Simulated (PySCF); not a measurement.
**Broadened absorption spectrum of [C7H7OS]+**

C7H7OS (charge +1).
Atom-mapped SMILES: `[CH:1]1=[C:2]([c:3]2[cH:4][o:5][cH+:6][s:7]2)[CH2:8][CH2:9]1` (hydrogens: H10 on C1; H11 on C4; H12 on C6; H13, H14 on C8; H15, H16 on C9)

Theory: PySCF, TDDFT B3LYP/def2-SVPD, vertical, gas phase, core orbitals frozen in the response. The structure is a single GFN2-xTB conformer in the gas phase; no vibrational or solvent corrections. Torsions of this conformer, `[CH:1]1=[C:2]([c:3]2[cH:4][o:5][cH+:6][s:7]2)[CH2:8][CH2:9]1`: C1–C2–C3–C4 -179°.

Computed states:

```tsv
state	E (eV)	f
S1	2.94	0.080
S2	4.78	0.0004
S3	4.87	0.0001
S4	4.93	0.349
S5	5.12	0.0003
S6	5.36	0.037
S7	5.78	0.0037
S8	6.15	0.0002
```

Each state is given a Gaussian of 0.5 eV full width at half maximum, with ε(max) = 2.175×10⁸ f / Δν̃ (Δν̃ the width in cm⁻¹). The cross-section is σ = 3.8235×10⁻²¹ ε cm², given in Mb (10⁻¹⁸ cm²). The width is an assumption, not a result. The curve ends short of the highest state used, and states not computed would add to its high-energy end.

Question: What does the envelope look like, and where are its maxima?

Answer: 
(E (eV), σ (Mb)): (2.19, 0.03), (2.33, 0.28), (2.48, 1.65), (2.62, 5.45), (2.77, 12.15), (2.92, 16.43), (3.06, 13.88), (3.21, 7.15), (3.36, 2.24), (3.50, 0.48), (3.65, 0.06), (3.79, 0.01), (3.94, 0.00), (4.09, 0.03), (4.23, 0.33), (4.38, 2.63), (4.53, 12.62), (4.67, 34.81), (4.82, 63.90), (4.97, 72.08), (5.11, 53.53), (5.26, 27.90), (5.40, 13.63), (5.55, 6.46)

Maxima: 422 nm (2.94 eV), ε about 4300, made up of S1 (100%); 251 nm (4.93 eV), ε about 19000, made up of S4 (98%) (ε in L mol⁻¹ cm⁻¹; maxima over ε = 5, shares over 10%).

Question: On this curve, what absorbance would a 10⁻⁵ mol/L sample give at 450 nm over a 1 cm path?

Answer: 450 nm is 2.755 eV, where ε is about 3000 L mol⁻¹ cm⁻¹, so A = ε c l ≈ 0.03 (Beer–Lambert, with the gas-phase spectrum and the assumed width).

Question: Coming from long wavelengths, where does ε first pass 100 L mol⁻¹ cm⁻¹?

Answer: At about 527 nm (2.35 eV), 0.58 eV below S1.

Question: What would ε be at 4.93 eV, the highest of these maxima, with half the width (0.25 eV)?

Answer: About 37700 L mol⁻¹ cm⁻¹ against 19100, a factor of about 1.97; a lone state at its own centre would give exactly 2.
